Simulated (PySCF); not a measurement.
C6H7, SMILES [C]1=CC=CCC1, multiplicity 2.

Geometry optimised at PBE0-D3(BJ)/def2-SVP. The isomer is the one that the SMILES or the coordinates give; other isomers of the formula were not compared. The values are those of a single conformer.

Method: PBE0-D3(BJ)/def2-SVP run with PySCF 2.14.0.

Harmonic, unscaled wavenumbers; measured fundamentals usually lie a few per cent lower.

Computed vibrational spectrum:
```
mode  ν (cm⁻¹)  IR (km/mol)  moving atoms (share of kinetic energy)
----  --------  -----------  --------------------------------------
1          187          0.9                          H 52 %, C 48 %
2          324          3.1                          C 65 %, H 35 %
3          459          0.5                          C 68 %, H 32 %
4          488          2.7                          C 68 %, H 32 %
5          577          2.7                           C 91 %, H 9 %
6          681         56.4                          H 79 %, C 21 %
7          742         10.0                          H 57 %, C 43 %
8          837          5.4                          H 62 %, C 38 %
9          882          0.7                          C 74 %, H 26 %
10         938         16.3                          C 67 %, H 33 %
11         970          0.8                          C 51 %, H 49 %
12         985          0.7                          C 63 %, H 37 %
13         990          0.1                          H 53 %, C 47 %
14        1016          1.3                          C 56 %, H 44 %
15        1060          2.7                          H 60 %, C 40 %
16        1154          1.3                           H 92 %, C 8 %
17        1163          4.0                           H 91 %, C 9 %
18        1228          7.3                          H 80 %, C 20 %
19        1263          4.1                          H 76 %, C 24 %
20        1333          2.7                          H 59 %, C 41 %
21        1348          4.5                          H 60 %, C 40 %
22        1398          1.3                          H 53 %, C 47 %
23        1428          5.5                                  H 92 %
24        1441          6.1                          H 89 %, C 11 %
25        1668          6.5                                  C 96 %
26        1734          1.9                                  C 94 %
27        3018         18.0                                  H 93 %
28        3026         26.7                                  H 94 %
29        3109         11.2                           H 91 %, C 9 %
30        3112         11.4                           H 91 %, C 9 %
31        3190          2.3                                  H 92 %
32        3199          4.9                           H 92 %, C 8 %
33        3215         11.6                           H 91 %, C 9 %
```
